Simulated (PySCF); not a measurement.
CF4, charge +1, doublet, at a GFN2-xTB geometry (a state made from the parent by changing its charge; the spin is typed, not shown lowest), with bond 3-2 at 2.0 times its length; B3LYP/pcseg-1 run with PySCF.

Input for PySCF:
```python
from pyscf import gto, scf, dft

mol = gto.M(
    atom='''
F     0.012440   -1.039185   -0.821380
C    -0.000000    0.000000    0.000000
F    -0.345811    2.272553   -1.317126
F    -1.008016   -0.071222    0.856479
F     1.168482   -0.025869    0.623464
''',
    basis='pcseg-1',
    charge=1,
    spin=1,
    verbose=4,
)

mf = dft.UKS(mol)
mf.xc = 'b3lyp'
mf.kernel()
mf.analyze()
```

### Question
Write the output that PySCF gives for this input, abridged.

### Answer

```
PySCF version 2.14.0

[INPUT] verbose = 4
[INPUT] num. atoms = 5
[INPUT] num. electrons = 41
[INPUT] charge = 1
[INPUT] spin (= nelec alpha-beta = 2S) = 1
[INPUT] symmetry False subgroup None
[INPUT] Mole.unit = angstrom
[INPUT] Symbol           X                Y                Z      unit          X                Y                Z       unit  Magmom
[INPUT]  1 F      0.012440000000  -1.039185000000  -0.821380000000 AA    0.023508192990  -1.963775042756  -1.552183244195 Bohr   0.0
[INPUT]  2 C      0.000000000000   0.000000000000   0.000000000000 AA    0.000000000000   0.000000000000   0.000000000000 Bohr   0.0
[INPUT]  3 F     -0.345811000000   2.272553000000  -1.317126000000 AA   -0.653488080862   4.294502773559  -2.489007411544 Bohr   0.0
[INPUT]  4 F     -1.008016000000  -0.071222000000   0.856479000000 AA   -1.904874169180  -0.134590074044   1.618510741441 Bohr   0.0
[INPUT]  5 F      1.168482000000  -0.025869000000   0.623464000000 AA    2.208110961484  -0.048885325116   1.178176208526 Bohr   0.0

nuclear repulsion = 173.560270610626
number of shells = 15
number of NR pGTOs = 125
number of NR cGTOs = 70
basis = pcseg-1
ecp = {}

******** <class 'pyscf.dft.uks.UKS'> ********
method = UKS
initial guess = minao
damping factor = 0
level_shift factor = 0
DIIS = <class 'pyscf.scf.diis.CDIIS'>
diis_start_cycle = 1
diis_space = 8
diis_damp = 0
SCF conv_tol = 1e-09
SCF conv_tol_grad = None
SCF max_cycles = 50
direct_scf = True
direct_scf_tol = 1e-13
number electrons alpha = 21  beta = 20
XC library pyscf.dft.libxc version 7.1.2
    S. Lehtola, C. Steigemann, M. J. T. Oliveira, and M. A. L. Marques,  SoftwareX 7, 1–5 (2018)
XC functionals = b3lyp
    P. J. Stephens, F. J. Devlin, C. F. Chabalowski, and M. J. Frisch,  J. Phys. Chem. 98, 11623 (1994)
radial grids:
    Treutler-Ahlrichs [JCP 102, 346 (1995); DOI:10.1063/1.469408] (M4) radial grids

becke partition: Becke, JCP 88, 2547 (1988); DOI:10.1063/1.454033
pruning grids: <function nwchem_prune>
grids dens level: 3
symmetrized grids: False
atomic radii adjust function: <function treutler_atomic_radii_adjust>
small_rho_cutoff = 0
Set gradient conv threshold to 3.16228e-05
tot grids = 71168
init E= -437.63834170709

cycle= 1 E= -436.538367745072  delta_E=  1.1  |g|= 0.717  |ddm|= 1.55
cycle= 2 E= -435.898833776557  delta_E= 0.64  |g|= 1.56  |ddm|= 1.42
cycle= 3 E= -436.786470426512  delta_E= -0.888  |g|= 0.108  |ddm|= 0.943
cycle= 4 E= -436.789702208465  delta_E= -0.00323  |g|= 0.0501  |ddm|= 0.102
cycle= 5 E= -436.790496033147  delta_E= -0.000794  |g|= 0.0191  |ddm|= 0.0497
cycle= 6 E= -436.790625568524  delta_E= -0.00013  |g|= 0.00233  |ddm|= 0.0162
cycle= 7 E= -436.790628769273  delta_E= -3.2e-06  |g|= 0.000647  |ddm|= 0.00291
cycle= 8 E= -436.790629032152  delta_E= -2.63e-07  |g|= 0.000643  |ddm|= 0.00115
cycle= 9 E= -436.790629221275  delta_E= -1.89e-07  |g|= 0.00018  |ddm|= 0.000549
cycle= 10 E= -436.790629315636  delta_E= -9.44e-08  |g|= 8.75e-05  |ddm|= 0.000636
cycle= 11 E= -436.790629366892  delta_E= -5.13e-08  |g|= 7.12e-05  |ddm|= 0.000431
cycle= 12 E= -436.790629432196  delta_E= -6.53e-08  |g|= 6e-05  |ddm|= 0.000636
cycle= 13 E= -436.79062952984  delta_E= -9.76e-08  |g|= 4.54e-05  |ddm|= 0.00129
cycle= 14 E= -436.790629568607  delta_E= -3.88e-08  |g|= 4.74e-05  |ddm|= 0.000876
cycle= 15 E= -436.790629583664  delta_E= -1.51e-08  |g|= 1.72e-05  |ddm|= 0.000635
cycle= 16 E= -436.790629587519  delta_E= -3.85e-09  |g|= 8.87e-06  |ddm|= 0.000374
cycle= 17 E= -436.790629588028  delta_E= -5.09e-10  |g|= 8.56e-06  |ddm|= 5e-05
Extra cycle  E= -436.790629588435  delta_E= -4.07e-10  |g|= 1.04e-05  |ddm|= 3.47e-05
converged SCF energy = -436.790629588435  <S^2> = 0.7563304  2S+1 = 2.0063204
**** SCF Summaries ****
Total Energy =                        -436.790629588434683
Nuclear Repulsion Energy =             173.560270610626333
One-electron Energy =                 -939.584286563920728
Two-electron Energy =                  329.233386364859712
Two-electron Coulomb Energy =          375.825592811781007
DFT Exchange-Correlation Energy =      -46.592206446921324
**** MO energy ****
                             alpha | beta                alpha | beta
MO #1   energy= -25.0885097085756  | -25.0886885490953  occ= 1 | 1
MO #2   energy= -25.0805479081586  | -25.0806927753896  occ= 1 | 1
MO #3   energy= -25.0804891598173  | -25.0806364621655  occ= 1 | 1
MO #4   energy= -25.0369552368894  | -25.0030218565259  occ= 1 | 1
MO #5   energy= -10.8575789150329  | -10.8578480376009  occ= 1 | 1
MO #6   energy= -1.68614780027103  | -1.68647906066162  occ= 1 | 1
MO #7   energy= -1.6011166709163   | -1.60149129876446  occ= 1 | 1
MO #8   energy= -1.58988787257018  | -1.59021945052465  occ= 1 | 1
MO #9   energy= -1.48445383494516  | -1.39066345409481  occ= 1 | 1
MO #10  energy= -1.04605796660836  | -1.04658763395403  occ= 1 | 1
MO #11  energy= -0.951385093030539 | -0.951715752547593 occ= 1 | 1
MO #12  energy= -0.945261615377999 | -0.945554738021716 occ= 1 | 1
MO #13  energy= -0.905065281044755 | -0.906131815949795 occ= 1 | 1
MO #14  energy= -0.816467836645799 | -0.816917472698016 occ= 1 | 1
MO #15  energy= -0.811254341034642 | -0.811620421615425 occ= 1 | 1
MO #16  energy= -0.805915891498203 | -0.782943914516925 occ= 1 | 1
MO #17  energy= -0.782529372754238 | -0.776332158372172 occ= 1 | 1
MO #18  energy= -0.775834585663167 | -0.756134091021928 occ= 1 | 1
MO #19  energy= -0.755993273478198 | -0.691064244011472 occ= 1 | 1
MO #20  energy= -0.728358032181524 | -0.684426908425555 occ= 1 | 1
MO #21  energy= -0.717367493418347 | -0.527555780731452 occ= 1 | 0
MO #22  energy= -0.526457290235542 | -0.510420023907354 occ= 0 | 0
MO #23  energy= -0.184854174280632 | -0.185006080039257 occ= 0 | 0
MO #24  energy= -0.165567838953734 | -0.166134469479644 occ= 0 | 0
MO #25  energy= -0.136222739815808 | -0.136515338557706 occ= 0 | 0
MO #26  energy= 0.0862952525905261 | 0.0879566775606825 occ= 0 | 0
MO #27  energy= 0.0884582757448866 | 0.0885554403540408 occ= 0 | 0
MO #28  energy= 0.100136262219127  | 0.101322119187839  occ= 0 | 0
MO #29  energy= 0.116149694217748  | 0.117154429800883  occ= 0 | 0

To work with the spin densities directly, `use mulliken_meta_spin()` only printing them here.

 ** Mulliken spin pop alpha/beta on meta-lowdin orthogonal AOs **
 ** Mulliken Spin Density (per AO)  **
spin_pop of  0 F 1s        0.00000
spin_pop of  0 F 2s       -0.00005
spin_pop of  0 F 3s       -0.00000
spin_pop of  0 F 2px       0.00001
spin_pop of  0 F 2py      -0.00292
spin_pop of  0 F 2pz      -0.00049
spin_pop of  0 F 3px      -0.00000
spin_pop of  0 F 3py      -0.00003
spin_pop of  0 F 3pz      -0.00001
spin_pop of  0 F 3dxy     -0.00000
spin_pop of  0 F 3dyz     -0.00000
spin_pop of  0 F 3dz^2     0.00000
spin_pop of  0 F 3dxz      0.00000
spin_pop of  0 F 3dx2-y2    0.00000
spin_pop of  1 C 1s        0.00000
spin_pop of  1 C 2s       -0.00589
spin_pop of  1 C 3s       -0.00051
spin_pop of  1 C 2px      -0.00001
spin_pop of  1 C 2py      -0.00933
spin_pop of  1 C 2pz      -0.00340
spin_pop of  1 C 3px      -0.00003
spin_pop of  1 C 3py      -0.00009
spin_pop of  1 C 3pz      -0.00004
spin_pop of  1 C 3dxy      0.00001
spin_pop of  1 C 3dyz     -0.00004
spin_pop of  1 C 3dz^2     0.00000
spin_pop of  1 C 3dxz      0.00000
spin_pop of  1 C 3dx2-y2   -0.00002
spin_pop of  2 F 1s       -0.00000
spin_pop of  2 F 2s        0.00011
spin_pop of  2 F 3s       -0.00007
spin_pop of  2 F 2px       0.43060
spin_pop of  2 F 2py       0.22609
spin_pop of  2 F 2pz       0.37179
spin_pop of  2 F 3px       0.00071
spin_pop of  2 F 3py       0.00034
spin_pop of  2 F 3pz       0.00060
spin_pop of  2 F 3dxy      0.00006
spin_pop of  2 F 3dyz      0.00002
spin_pop of  2 F 3dz^2     0.00001
spin_pop of  2 F 3dxz      0.00013
spin_pop of  2 F 3dx2-y2    0.00000
spin_pop of  3 F 1s        0.00000
spin_pop of  3 F 2s       -0.00006
spin_pop of  3 F 3s       -0.00000
spin_pop of  3 F 2px       0.00009
spin_pop of  3 F 2py      -0.00260
spin_pop of  3 F 2pz      -0.00150
spin_pop of  3 F 3px      -0.00000
spin_pop of  3 F 3py      -0.00002
spin_pop of  3 F 3pz      -0.00001
spin_pop of  3 F 3dxy      0.00000
spin_pop of  3 F 3dyz      0.00000
spin_pop of  3 F 3dz^2    -0.00000
spin_pop of  3 F 3dxz     -0.00000
spin_pop of  3 F 3dx2-y2   -0.00000
spin_pop of  4 F 1s        0.00000
spin_pop of  4 F 2s       -0.00005
spin_pop of  4 F 3s       -0.00000
spin_pop of  4 F 2px      -0.00005
spin_pop of  4 F 2py      -0.00225
spin_pop of  4 F 2pz      -0.00105
spin_pop of  4 F 3px      -0.00000
spin_pop of  4 F 3py      -0.00002
spin_pop of  4 F 3pz      -0.00001
spin_pop of  4 F 3dxy      0.00000
spin_pop of  4 F 3dyz      0.00000
spin_pop of  4 F 3dz^2     0.00000
spin_pop of  4 F 3dxz     -0.00000
spin_pop of  4 F 3dx2-y2   -0.00000
 ** Mulliken Spin Density (per atom)  **
spin density of  0 F =     -0.00349
spin density of  1 C =     -0.01936
spin density of  2 F =      1.03038
spin density of  3 F =     -0.00411
spin density of  4 F =     -0.00343
 ** Mulliken pop alpha/beta on meta-lowdin orthogonal AOs **
 ** Mulliken pop       alpha | beta **
In total            21.00000 | 20.00000
 ** Mulliken atomic charges   ( Nelec_alpha | Nelec_beta ) **
charge of  0F =     -0.03779  (     4.51715      4.52064 )
charge of  1C =      1.00721  (     2.48672      2.50607 )
charge of  2F =      0.09839  (     4.96600      3.93562 )
charge of  3F =     -0.02987  (     4.51288      4.51699 )
charge of  4F =     -0.03794  (     4.51725      4.52068 )

WARN: System has nonzero charge 1; the dipole moment is origin-dependent.
Location of origin: [0. 0. 0.]

Dipole moment(X, Y, Z, Debye): -0.22913,  1.18365, -0.64731
```
